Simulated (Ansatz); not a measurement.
A run on `C=[C]1[GaH][NH][Ga]1[GaH2]` with other settings.

```yaml
crystal:
  periodic: [false, false, false]
  atoms:
    - {symbol: C, position_ang: [1.346348, -1.849805, 0.801209]}
    - {symbol: C, position_ang: [0.982457, -0.600375, 0.529267]}
    - {symbol: Ga, position_ang: [1.768081, 1.194259, 0.784079]}
    - {symbol: N, position_ang: [0.254742, 1.908903, -0.015400]}
    - {symbol: Ga, position_ang: [-0.594281, 0.277110, -0.313576]}
    - {symbol: Ga, position_ang: [-2.770128, -0.188363, -1.352992]}
    - {symbol: H, position_ang: [0.723313, -2.711202, 0.557581]}
    - {symbol: H, position_ang: [2.291377, -2.097573, 1.285741]}
    - {symbol: H, position_ang: [3.018652, 1.937745, 1.346121]}
    - {symbol: H, position_ang: [-0.018981, 2.856238, -0.220562]}
    - {symbol: H, position_ang: [-2.908191, -0.452492, -2.901066]}
    - {symbol: H, position_ang: [-4.093399, -0.274455, -0.500401]}
basis:
  gaussian: {orbitals: cc-pVTZ-DK}
hamiltonian: {xc: {name: CAM-B3LYP}, dispersion: d3bjatm}
output: {forces: true}
```

```sh
$ ansatz run in.yaml --threads 2 --pin off --events-out ev --progress --plain --max-ram 22528MiB --backend cuda --devices 0, --max-vram 18GiB
```

Output, abridged:

```
Functional definition: CAM-B3LYP
  name "CAM-B3LYP"
  cite "Yanai, Tew & Handy, Chem. Phys. Lett. 393, 51 (2004) doi:10.1016/j.cplett.2004.06.011"
  cite "Iikura, Tsuneda, Yanai & Hirao, J. Chem. Phys. 115, 3540 (2001) doi:10.1063/1.1383587"
  cite "Becke, Phys. Rev. A 38, 3098 (1988) doi:10.1103/PhysRevA.38.3098"
  cite "Lee, Yang & Parr, Phys. Rev. B 37, 785 (1988) doi:10.1103/PhysRevB.37.785"
  cite "Vosko, Wilk & Nusair, Can. J. Phys. 58, 1200 (1980) doi:10.1139/p80-159"
  parameter alpha = 0.19
  parameter beta = 0.46
  parameter omega = 0.33/bohr
  parameter ac = 0.81
  # Exact exchange under (alpha + beta erf(omega r))/r, Becke's under what is left of 1/r.
  exchange = (1 - alpha - beta)*b88_x + beta*b88_x_sr(omega) + alpha*exact_x + beta*exact_x_lr(omega)
  correlation = (1 - ac)*vwn5_c + ac*lyp_c
2071 factors; their error is unknown
489 factors; integrals over basis functions are off by at most 9.7e-6 eV
mean field evaluation 1: about -162344.5712 eV, gradient 8.7e1 eV
mean field evaluation 2: about -162315.2444 eV, gradient 1.3e2 eV
mean field evaluation 4: about -162359.2976 eV, gradient 1.2e1 eV
mean field evaluation 8: about -162359.5842 eV, gradient 1.9e-1 eV
mean field evaluation 16: about -162360.0831 eV, gradient 4.0e-4 eV
mean field -162360.08312648 eV, -5966.6230032812 hartree, gradient 2.0e-5 eV, S^2 0.000000; 0 other end points of the search recorded, 0 dependent functions left out
the calculation of the forces begins
reference -162360.08330674 eV, -5966.6230099057 hartree; 59, 59 occupied and 244, 244 virtual orbitals, 2071 factors
Total energy: -162360.36346018 eV, -5966.6333053545 hartree
Relativity: scalar
Atom 0 at     1.346348    -1.849805     0.801209 Å, force    -0.049041     0.198128    -0.038814 eV/Å
Atom 1 at     0.982457    -0.600375     0.529267 Å, force     0.040504    -0.126910     0.029327 eV/Å
Atom 2 at     1.768081     1.194259     0.784079 Å, force     0.027375     0.108195     0.005665 eV/Å
Atom 3 at     0.254742     1.908903    -0.015400 Å, force     0.073553    -0.236176     0.053701 eV/Å
Atom 4 at    -0.594281     0.277110    -0.313576 Å, force    -0.034985     0.068393    -0.022364 eV/Å
Atom 5 at    -2.770128    -0.188363    -1.352992 Å, force    -0.045957    -0.033752    -0.020164 eV/Å
Atom 6 at     0.723313    -2.711202     0.557581 Å, force     0.059998     0.110024     0.021420 eV/Å
Atom 7 at     2.291377    -2.097573     1.285741 Å, force    -0.108297     0.042747    -0.056560 eV/Å
Atom 8 at     3.018652     1.937745     1.346121 Å, force    -0.238436    -0.143841    -0.107072 eV/Å
Atom 9 at    -0.018981     2.856238    -0.220562 Å, force     0.023780    -0.059088     0.016129 eV/Å
Atom 10 at    -2.908191    -0.452492    -2.901066 Å, force     0.027209     0.050922     0.258781 eV/Å
Atom 11 at    -4.093399    -0.274455    -0.500401 Å, force     0.224297     0.021358    -0.140048 eV/Å
Dipole moment:    -0.015064     0.031597    -0.009746 e Å
```

It took 4.2 s on 2 threads of an AMD EPYC 7R13 on a shared host and a share of an NVIDIA H100 80 GB, with 1.1 GiB of host memory at the peak.
